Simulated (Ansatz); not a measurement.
Start from `O[Si](O)(O)O[SiH2]F` and change one atom or group to get `O[SiH](F)[Si](O)(O)O`.

Ansatz, PBE0-D4/def2-TZVP geometries, multiplicity 1. Each molecule was computed in one conformer, which needn't be the lowest.

```json
{"property": "LUMO energy (ωB97M-V/def2-TZVPP) / eV", "`O[Si](O)(O)O[SiH2]F`": "1.71"}
{"property": "LUMO energy (PBE0/def2-TZVPP) / eV", "`O[Si](O)(O)O[SiH2]F`": "0.24"}
{"property": "HOMO energy (PBE/def2-TZVPP) / eV", "`O[Si](O)(O)O[SiH2]F`": "-7.44"}
{"property": "HOMO–LUMO gap (PBE/def2-TZVPP) / eV", "`O[Si](O)(O)O[SiH2]F`": "6.80"}
{"property": "size of the dipole moment (B3LYP/def2-TZVPP) / D", "`O[Si](O)(O)O[SiH2]F`": "1.69"}
{"property": "HOMO energy (B3LYP/def2-TZVPP) / eV", "`O[Si](O)(O)O[SiH2]F`": "-8.83"}
```

**Question.** What does the change do to each property? (Best estimate.)

**Answer.** The calculation gave: 
```tsv
property	`O[SiH](F)[Si](O)(O)O`	shift
LUMO energy (ωB97M-V/def2-TZVPP) / eV	1.54	-0.17
LUMO energy (PBE0/def2-TZVPP) / eV	-0.11	-0.35
HOMO energy (PBE/def2-TZVPP) / eV	-6.63	0.81
HOMO–LUMO gap (PBE/def2-TZVPP) / eV	5.67	-1.13
size of the dipole moment (B3LYP/def2-TZVPP) / D	1.45	-0.24
HOMO energy (B3LYP/def2-TZVPP) / eV	-7.80	1.03
```

With PBE0 the HOMO rises by 1.07 eV and the LUMO falls by 0.35 eV, so the gap narrows by about 1.42 eV. PBE moves the HOMO by 0.81 eV and ωB97M-V by 1.27 eV. Dipoles are sizes alone; their direction can turn.

B3LYP here is the variant with VWN-RPA as its local correlation; programs differ in this.
